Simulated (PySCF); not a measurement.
```xyz
4
charge 0 multiplicity 1, angstrom
As    0.0000    0.0000   -0.0342
H     1.2671    0.0000    0.8334
H    -0.6336    1.0974    0.8334
H    -0.6336   -1.0974    0.8334
```

Level of theory: PySCF, BP86, basis As def2-TZVP, H def2-TZVP (no relativity, density fitting).

This geometry of AsH₃ is a stationary point at this level.

(1) What is the point group?

(2) Is it a minimum?

(3) List the harmonic modes with their infrared intensities.

(4) What is the atomisation energy, with and without zero-point energy?

Answers

(1) C3v.

(2) Yes: all harmonic wavenumbers are real.

(3) 
| symmetry | ω (cm⁻¹) | IR (km/mol, summed over degenerate members) | type |
| --- | --- | --- | --- |
| a1 | 901 | 18.9 | bend |
| e | 982 | 19.2 | bend |
| a1 | 2118 | 68.4 | stretch |
| e | 2135 | 193 | stretch |

(4) 956 kJ/mol without, 900 kJ/mol with.
